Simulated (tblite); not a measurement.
Record of a relaxation.

Compound: C5H8NSi (doublet state).
SMILES with atom numbers: `[CH3:1][SiH2:2][n:3]1[cH:4][c:5][cH:6][cH:7]1` (hydrogens: H8, H9, H10 on C1; H11, H12 on Si2; H13 on C4; H14 on C6; H15 on C7)
Bond orders are those of one Lewis drawing.

Computed with GFN2-xTB (tblite), gas phase: L-BFGS steps from a force-field or distance-geometry start until the largest atomic force falls under 0.01 eV/Å. 6 of its 94 geometries are shown.

Step 0: E = -525.9287 eV, largest atomic force 2.710 eV/Å
```
atom  x, y, z in Å  |  force x, y, z in eV/Å
C1     -2.195    0.761   -0.007   -0.746   1.541   1.045
Si2    -1.202   -0.788   -0.016    0.907  -1.118   0.106
N3      0.522   -0.270    0.057   -2.596  -0.751  -0.200
C4      0.960    0.739    0.844    2.370   0.592   0.165
C5      2.332    0.836    0.619   -1.629  -0.176   0.127
C6      2.687   -0.111   -0.343    1.427  -0.089  -0.419
C7      1.532   -0.779   -0.671    1.383   0.045  -0.169
H8     -2.429    1.050    1.060    0.160  -0.230  -1.045
H9     -3.168    0.677   -0.510    0.599   0.235   0.041
H10    -1.569    1.578   -0.395   -0.673  -0.126  -0.141
H11    -1.565   -1.504    1.226    0.264  -0.123  -0.166
H12    -1.450   -1.626   -1.211    0.287   0.201   0.243
H13     0.365    1.303    1.527   -0.220  -0.120  -0.063
H14     3.709   -0.280   -0.746   -1.119   0.133   0.374
H15     1.466   -1.578   -1.383   -0.415  -0.014   0.102
```

Step 19: E = -526.2360 eV, largest atomic force 0.049 eV/Å
```
atom  x, y, z in Å  |  force x, y, z in eV/Å
C1     -2.216    0.810    0.027    0.010  -0.030  -0.029
Si2    -1.185   -0.786    0.016    0.015   0.009   0.012
N3      0.493   -0.281    0.055   -0.030   0.005   0.031
C4      0.990    0.728    0.858    0.026   0.009  -0.017
C5      2.312    0.822    0.615    0.012  -0.008   0.006
C6      2.696   -0.128   -0.345    0.002  -0.013  -0.016
C7      1.546   -0.792   -0.661   -0.031   0.009   0.018
H8     -2.468    1.127    1.036    0.030  -0.028  -0.026
H9     -3.151    0.681   -0.511   -0.014  -0.009   0.011
H10    -1.668    1.620   -0.448   -0.044   0.014  -0.003
H11    -1.441   -1.604    1.207   -0.021  -0.015  -0.007
H12    -1.324   -1.571   -1.213   -0.008   0.039   0.013
H13     0.348    1.274    1.518    0.029  -0.009  -0.018
H14     3.672   -0.294   -0.752    0.038   0.001   0.012
H15     1.391   -1.598   -1.353   -0.015   0.025   0.013
```

Step 37: E = -526.2444 eV, largest atomic force 0.044 eV/Å
```
atom  x, y, z in Å  |  force x, y, z in eV/Å
C1     -2.252    0.797    0.020   -0.005   0.001  -0.003
Si2    -1.170   -0.761    0.005    0.003   0.015   0.005
N3      0.506   -0.251    0.082   -0.023   0.004  -0.014
C4      1.036    0.750    0.875   -0.021  -0.019   0.008
C5      2.361    0.806    0.625   -0.032   0.004  -0.010
C6      2.711   -0.154   -0.338    0.014  -0.018   0.009
C7      1.541   -0.789   -0.640   -0.005   0.011  -0.010
H8     -2.455    1.143    1.030    0.015  -0.017   0.006
H9     -3.209    0.598   -0.452   -0.014   0.015   0.019
H10    -1.781    1.617   -0.517   -0.005  -0.016  -0.018
H11    -1.454   -1.629    1.155    0.011   0.014  -0.005
H12    -1.287   -1.501   -1.254    0.012   0.024   0.021
H13     0.418    1.317    1.539   -0.009  -0.002  -0.004
H14     3.679   -0.347   -0.749    0.043  -0.007  -0.001
H15     1.354   -1.587   -1.331    0.015  -0.009  -0.004
```

Step 56: E = -526.2514 eV, largest atomic force 0.041 eV/Å
```
atom  x, y, z in Å  |  force x, y, z in eV/Å
C1     -2.276    0.794    0.033   -0.009   0.018   0.005
Si2    -1.165   -0.739   -0.034    0.010   0.016   0.002
N3      0.509   -0.227    0.035   -0.018   0.002   0.012
C4      1.032    0.754    0.857   -0.017   0.002  -0.014
C5      2.365    0.782    0.655   -0.018  -0.008   0.029
C6      2.732   -0.186   -0.293    0.001   0.032  -0.025
C7      1.558   -0.787   -0.650   -0.009  -0.005   0.020
H8     -2.346    1.193    1.041    0.005   0.003  -0.004
H9     -3.284    0.543   -0.285    0.005   0.018   0.011
H10    -1.914    1.592   -0.611    0.002  -0.030  -0.008
H11    -1.422   -1.607    1.122   -0.004  -0.035  -0.021
H12    -1.286   -1.453   -1.306   -0.003  -0.009   0.012
H13     0.398    1.329    1.499    0.025   0.005  -0.015
H14     3.711   -0.399   -0.666    0.034  -0.012  -0.001
H15     1.383   -1.580   -1.349   -0.002   0.001  -0.004
```

Step 74: E = -526.2550 eV, largest atomic force 0.025 eV/Å
```
atom  x, y, z in Å  |  force x, y, z in eV/Å
C1     -2.275    0.791    0.048   -0.005   0.009  -0.006
Si2    -1.166   -0.740   -0.055    0.007   0.010  -0.008
N3      0.503   -0.210    0.016    0.002  -0.001   0.010
C4      1.020    0.770    0.842    0.004  -0.012   0.013
C5      2.358    0.778    0.672    0.001   0.004   0.001
C6      2.734   -0.196   -0.266   -0.003   0.001   0.001
C7      1.561   -0.786   -0.642   -0.005   0.011  -0.007
H8     -2.241    1.250    1.033    0.006  -0.006  -0.008
H9     -3.309    0.527   -0.150    0.010   0.005   0.005
H10    -1.981    1.546   -0.677   -0.010  -0.009   0.014
H11    -1.413   -1.657    1.064    0.000   0.003  -0.002
H12    -1.292   -1.424   -1.343   -0.003  -0.003  -0.011
H13     0.385    1.359    1.469    0.000  -0.005  -0.014
H14     3.721   -0.429   -0.610   -0.001   0.008  -0.007
H15     1.390   -1.572   -1.352   -0.001  -0.016   0.019
```

Step 93: E = -526.2561 eV, largest atomic force 0.009 eV/Å
```
atom  x, y, z in Å  |  force x, y, z in eV/Å
C1     -2.269    0.793    0.055    0.004   0.003  -0.003
Si2    -1.168   -0.742   -0.074    0.002   0.003   0.000
N3      0.503   -0.223    0.026    0.002  -0.002   0.000
C4      1.013    0.773    0.838    0.001   0.001  -0.003
C5      2.349    0.794    0.663    0.001  -0.001   0.000
C6      2.732   -0.190   -0.262    0.002  -0.004   0.004
C7      1.565   -0.798   -0.626    0.002   0.000  -0.002
H8     -2.184    1.267    1.029   -0.008  -0.001   0.004
H9     -3.312    0.529   -0.088    0.002  -0.001   0.004
H10    -2.009    1.536   -0.695    0.002  -0.005   0.002
H11    -1.428   -1.679    1.026   -0.003  -0.002   0.002
H12    -1.291   -1.399   -1.376    0.000   0.003  -0.003
H13     0.373    1.365    1.458   -0.002   0.001  -0.007
H14     3.721   -0.416   -0.608   -0.001   0.002  -0.001
H15     1.401   -1.604   -1.315   -0.002   0.002   0.003
```

**Question.** Summarise the path.

**Answer.** The energy falls by 0.3274 eV from step 0 to step 93; nine tenths of that is first reached at step 9. It falls at every step. The largest force goes from 2.710 to 0.009 eV/Å. Among the bonds C1–Si2 changes most, from 1.840 to 1.894 Å; the atoms move by 0.246 Å rms after alignment.

**Question.** Follow the three bonds and two angles with the largest change from start to end.

**Answer.** 
```csv
step,E above end (eV),largest force (eV/Å),C1–Si2 (Å),Si2–N3 (Å),C4–C5 (Å),N3–C7–H15 (°),H9–C1–H10 (°)
0,0.3274,2.710,1.840,1.801,1.393,126.5,113.5
4,0.0643,0.318,1.890,1.769,1.351,120.9,108.5
8,0.0339,0.213,1.899,1.750,1.345,119.8,106.1
12,0.0250,0.091,1.898,1.755,1.348,120.2,107.9
16,0.0221,0.091,1.898,1.748,1.347,120.3,108.0
20,0.0196,0.063,1.899,1.754,1.349,120.3,107.7
24,0.0169,0.080,1.897,1.751,1.348,120.4,107.4
28,0.0148,0.048,1.896,1.753,1.348,119.8,107.9
32,0.0130,0.037,1.894,1.751,1.349,119.8,107.7
36,0.0120,0.035,1.897,1.752,1.349,120.0,107.8
40,0.0107,0.060,1.895,1.755,1.349,120.0,107.8
44,0.0096,0.062,1.898,1.751,1.348,120.4,107.7
49,0.0076,0.078,1.895,1.755,1.349,120.1,107.6
53,0.0063,0.102,1.897,1.750,1.348,119.9,107.8
57,0.0042,0.047,1.894,1.752,1.349,120.2,107.9
61,0.0029,0.046,1.894,1.751,1.348,120.1,107.8
65,0.0021,0.023,1.894,1.752,1.349,120.1,107.6
69,0.0018,0.024,1.895,1.753,1.348,120.1,107.7
73,0.0012,0.030,1.894,1.753,1.348,120.1,107.8
77,0.0009,0.026,1.894,1.751,1.348,120.1,107.7
81,0.0005,0.021,1.893,1.752,1.348,119.9,107.8
85,0.0003,0.020,1.893,1.752,1.348,120.1,107.8
89,0.0001,0.018,1.893,1.752,1.348,120.0,107.7
93,0.0000,0.009,1.894,1.752,1.348,120.1,107.7
```

What follows is the cost of the whole relaxation. Hardware: one thread, Arm Neoverse N1 (aarch64), shared host with 32 logical CPUs at a one-minute load of 15. Cost: 0.83 s of wall time.
